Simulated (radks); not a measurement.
Dy4+, configuration [Xe] 4f8.

All-electron calculation, Dirac Kohn-Sham, PBE, spin-unpolarised, spherical densities, finite nucleus; open shells fill j = l - 1/2 first; Fermi nuclear charge, rms radius 5.2218 fm. Program: a radial shooting solver on a logarithmic mesh with Libxc functionals.

Energy parts (Ry):
part                       energy
total                 -24328.0034
kinetic                26683.3795
electron-nucleus      -59745.1583
Hartree                 9258.9213
exchange-correlation    -525.1459

Orbitals (lengths in bohr, moments of r in powers of bohr):
orbital  occ.  eigenvalue (Ry)      <r>
1s1/2       2        -3942.715  0.02112
2s1/2       2        -659.5399  0.08923
2p1/2       2        -627.4880  0.07438
2p3/2       4        -568.6829  0.08144
3s1/2       2        -149.9994   0.2341
3p1/2       2        -136.0076   0.2238
3p3/2       4        -123.7986   0.2372
3d3/2       4        -99.73084   0.2097
3d5/2       6        -97.06597   0.2138
4s1/2       2        -32.88016   0.5286
4p1/2       2        -27.35151   0.5387
4p3/2       4        -24.60167   0.5687
4d3/2       4        -15.48365   0.5988
4d5/2       6        -14.98167   0.6093
4f5/2       6         -4.06823   0.7584
4f7/2       2         -3.99391   0.7674
5s1/2       2         -6.98250    1.247
5p1/2       2         -5.38527    1.370
5p3/2       4         -4.96914    1.450

The highest occupied level is 4f7/2 at -54.340 eV. Summed over all electrons, <r^2> = 31.14 bohr^2, which gives a Langevin (diamagnetic) susceptibility term of -24.7 x 10^-6 cm^3/mol.
